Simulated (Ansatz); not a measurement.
A nudged elastic band was laid between two geometries of AlBClH$_{5}$Si (9 atoms, charge 0, multiplicity 1).

Theory: Ansatz 0.2.0, RKS r2SCAN/STO-3G.

```
movable images  : 7
climbing image  : yes
spring          : 5.0 eV/Å²
optimiser       : quadratic models (default)
start path      : straight line
force threshold : 0.05 eV/Å
iteration limit : 60
end points      : relaxed
```

Initial state:

```xyz
9
Properties=species:S:1:pos:R:3
Si -0.506 1.454 -0.766
Al 0.863 -0.074 0.275
B 0.215 -1.948 0.681
Cl -0.607 -2.360 2.222
H -1.477 0.850 -1.655
H -1.276 2.219 0.195
H 0.215 2.427 -1.561
H 2.270 0.309 0.652
H 0.303 -2.877 -0.041
```

Final state:

```xyz
9
Properties=species:S:1:pos:R:3
Si -0.624 1.131 -1.132
Al 0.786 -0.422 -0.187
B 0.272 -1.392 1.513
Cl 0.667 -0.739 3.138
H -0.529 1.193 -2.576
H -2.022 0.903 -0.831
H -0.332 2.469 -0.658
H 2.107 -0.736 -0.841
H -0.326 -2.407 1.573
```

Q: Which bonds break or form, and what moves?

A: No bond is made or broken. The dihedral H5–Si1–Al2–B3 goes from -30 to -148°. The two ends are copies of one structure, up to a mirror image or an exchange of like atoms.

Q: Give the energies along the band, and the barrier.

A: The forces met the threshold. The highest image is number 2 of 0 to 8, 0.0 kcal/mol above the ends, which have the same energy within 2 meV. The top lies less than 8 meV above the higher end, about what the thresholds resolve: the motion is nearly free. Another band between the same ends (7 images) ends at a top of the same energy, where a vibrational analysis finds no clearly imaginary modes. Limits of this set-up: minimal basis.

```json
{"image": "0", "path coordinate (Å)": "0.00", "energy (kcal/mol)": "0.0", "dihedral H5–Si1–Al2–B3 (°)": "-30"}
{"image": "1", "path coordinate (Å)": "0.51", "energy (kcal/mol)": "0.0", "dihedral H5–Si1–Al2–B3 (°)": "-44"}
{"image": "2", "path coordinate (Å)": "1.01", "energy (kcal/mol)": "0.0", "dihedral H5–Si1–Al2–B3 (°)": "-59"}
{"image": "3", "path coordinate (Å)": "1.51", "energy (kcal/mol)": "0.0", "dihedral H5–Si1–Al2–B3 (°)": "-73"}
{"image": "4", "path coordinate (Å)": "2.01", "energy (kcal/mol)": "0.0", "dihedral H5–Si1–Al2–B3 (°)": "-88"}
{"image": "5", "path coordinate (Å)": "2.52", "energy (kcal/mol)": "0.0", "dihedral H5–Si1–Al2–B3 (°)": "-104"}
{"image": "6", "path coordinate (Å)": "3.02", "energy (kcal/mol)": "0.0", "dihedral H5–Si1–Al2–B3 (°)": "-119"}
{"image": "7", "path coordinate (Å)": "3.52", "energy (kcal/mol)": "0.0", "dihedral H5–Si1–Al2–B3 (°)": "-133"}
{"image": "8", "path coordinate (Å)": "4.02", "energy (kcal/mol)": "0.0", "dihedral H5–Si1–Al2–B3 (°)": "-148"}
```

Q: What is the geometry of the highest image?

A: 
```xyz
9
Properties=species:S:1:pos:R:3
Si -0.507 1.403 -0.856
Al 0.894 -0.128 0.136
B 0.165 -1.855 0.898
Cl -0.367 -1.987 2.608
H -1.224 0.839 -1.983
H -1.528 1.887 0.052
H 0.169 2.579 -1.362
H 2.378 0.127 0.202
H 0.020 -2.864 0.305
```

The band took 7 iterations and about 2.8 core-minutes.

Run time: 2.8 min on 1 thread of Arm Neoverse V1 (shared host), peak memory 0.12 GiB.
